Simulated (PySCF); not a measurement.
Electron correlation in V (vanadium, neutral)

[Ar] 3d4 4s1, high-spin 6D determinant (an excited configuration). Computed with PySCF 2.14 in ANO-RCC-VTZP (6s5p3d2f1g, 59 functions), with the spin-free X2C one-electron Hamiltonian (Gaussian nucleus). Frozen: [Ar]; 5 electrons correlated.

| level | correlation energy (mhartree) |
| --- | --- |
| CCSD | -69.35 |
| (T) | -1.96 |
| CCSD(T) | -71.31 |

Diagnostics: T1 = 0.019, D1 = 0.0326, largest double amplitude 0.044.

Is a single reference adequate?

Yes: T1 lies below 0.03 and no double amplitude reaches 0.07.
